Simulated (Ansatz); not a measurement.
Reaction (ligand exchange at the Si–O bond): `[SiH3]O[Si](Cl)(Cl)Cl` + `N=C=O` → `O=C=N[Si](Cl)(Cl)Cl` + `O[SiH3]`

Isolated molecules relaxed with PBE0-D4/def2-TZVP in Ansatz; ΔE leaves out vibrations. CBS: MP2 limit from def2 TZ/QZ plus the TZ coupled-cluster correction, frozen cores. This one scheme is used for every species. DFT in def2-TZVPP. B3LYP here is the variant with VWN-RPA as its local correlation; programs differ in this. Each species was taken in one conformer, which may not be the lowest.

`[SiH3]O[Si](Cl)(Cl)Cl`:

```xyz
9

Si    1.326   -0.692   -0.665
O    -0.189   -0.078   -0.442
Si   -1.257    0.620    0.521
Cl   -1.616   -0.553    2.136
Cl   -2.979    0.898   -0.502
Cl   -0.558    2.414    1.160
H     1.401   -1.178   -2.061
H     1.545   -1.809    0.285
H     2.326    0.377   -0.433
```

`N=C=O`:

Cartesian coordinates in Å:
```
N 0.574 -0.282 -0.422
C -0.396 0.291 0.016
O -1.341 0.898 0.309
H 1.163 -0.908 0.097
```

`O=C=N[Si](Cl)(Cl)Cl`:

Cartesian coordinates in Å:
```
O 1.263 -1.618 2.257
C 0.865 -0.896 1.442
N 0.483 -0.117 0.617
Si -0.392 0.475 -0.687
Cl -1.956 1.561 -0.008
Cl -1.078 -1.056 -1.820
Cl 0.815 1.651 -1.800
```

`O[SiH3]`:

Cartesian coordinates in Å:
```
O 0.108 1.272 -0.112
Si -0.084 -0.364 -0.129
H 0.422 1.677 0.697
H 1.199 -1.071 0.136
H -0.574 -0.702 -1.484
H -1.071 -0.813 0.892
```

| level | ΔE (kJ/mol) | difference from CCSD(T)/CBS |
| --- | --- | --- |
| PBE-D4 | 31.9 | -4.4 |
| r2SCAN-D4 | 36.1 | -0.2 |
| PBE0-D4 | 32.3 | -4.0 |
| B3LYP-D4 | 37.2 | 0.9 |
| ωB97X-V | 36.1 | -0.2 |
| ωB97M-V | 36.1 | -0.2 |
| B2PLYP | 34.3 | -2.0 |
| PBE | 30.0 | -6.3 |
| r2SCAN | 35.6 | -0.7 |
| PBE0 | 30.4 | -5.9 |
| B3LYP | 34.0 | -2.3 |
| HF/def2-TZVPP | 37.3 | 1.0 |
| MP2/def2-TZVPP | 31.5 | -4.8 |
| SCS-MP2/def2-TZVPP | 33.5 | -2.8 |
| CCSD/def2-TZVPP | 36.4 | 0.1 |
| CCSD(T)/def2-TZVPP | 36.1 | -0.2 |
| HF/def2-QZVPP | 38.8 | 2.5 |
| MP2/def2-QZVPP | 32.2 | -4.1 |
| SCS-MP2/def2-QZVPP | 34.2 | -2.1 |
| HF/CBS(def2) | 39.0 | 2.7 |
| MP2/CBS(def2) | 31.7 | -4.6 |
| CCSD/CBS(def2) | 36.7 | 0.4 |
| CCSD(T)/CBS | 36.3 | 0 |

Largest T1 diagnostic among the species: 0.018.

The D4 term adds +3.2 kJ/mol with B3LYP and +1.9 kJ/mol with PBE0; it sums over pairs of atoms, weighted by their polarisabilities, and B3LYP, whose exchange is more repulsive, gets the larger term.
